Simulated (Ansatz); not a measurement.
# Reading a saddle point

A first-order saddle point of AlSiNH6OF, doublet, PBE0-D4/def2-TZVP, with one imaginary mode of 259i cm⁻¹:

Al1  (-1.479, -0.354, 0.789)
O2  (-0.010, -0.515, -0.482)
Si3  (0.539, 0.329, -1.816)
F4  (-1.902, 1.257, 0.657)
H5  (0.493, -0.570, 0.451)
N6  (-0.016, -0.581, 1.949)
H7  (1.082, 1.643, -1.396)
H8  (-0.621, 0.496, -2.718)
H9  (1.604, -0.468, -2.471)
H10  (0.222, 0.197, 2.552)
H11  (0.088, -1.433, 2.484)
(Å)

Ansatz 0.2.0; basis: def2-TZVPP and def2-QZVPP; cores frozen in the correlated methods; orbitals are unrestricted. Extrapolation: Hartree–Fock as exp(−7.88 √X), correlation as X^−2.97.

Q: Which contacts change along the imaginary mode, and what lies on either side? (Judge from chemistry; the calculation decides.)

A: The calculation gives: The step is AlSiH₃OF ([F][Al][O][SiH3]) + NH₃ → AlNH₂F ([NH2][Al][F]) + SiH₄O ([OH][SiH3]) (still joined by a long Al–O bond), with the molecules in contact on both sides. Shortening one way: Al1–N6, O2–H5; lengthening the same way: Al1–O2, H5–N6.
```csv
pair,one side (Å),saddle (Å),other side (Å)
Al1–N6,2.05,1.88,1.84
O2–H5,2.99,1.06,0.99
Al1–O2,1.72,1.95,2.00
H5–N6,1.01,1.58,1.99
```

Q: Which side is lower, and how far does the saddle lie above each? (An estimate is asked for; the value comes from the calculation.)

A: The calculation gives: The side with Al1–O2, H5–N6 short is lower by 28.13 kcal/mol; the saddle lies 29.74 kcal/mol above it and 1.61 kcal/mol above the other (CCSD(T) at an estimated basis limit (MP2 extrapolated from triple and quadruple zeta, plus CCSD(T) − MP2 in triple zeta); electronic energies).

T1 diagnostic: at most 0.014. ⟨S²⟩ of the unrestricted Hartree–Fock references: 0.75 (a pure state has 0.75).

Labels in which every atom is bracketed show which atoms are joined, not bond orders.

For scale, one of the runs: CCSD(T)/def2-TZVPP, 261 basis functions, launched by `ansatz run in.yaml --threads 4 --pin off --events-out ev --progress --plain --max-ram 63488MiB --backend cuda --devices 0, --max-vram 37GiB`. The run took 12 s on 4 CPU threads of an AMD EPYC 7R13 and a share of one NVIDIA H100 (shared host), with 0.87 GiB of host memory at its peak.
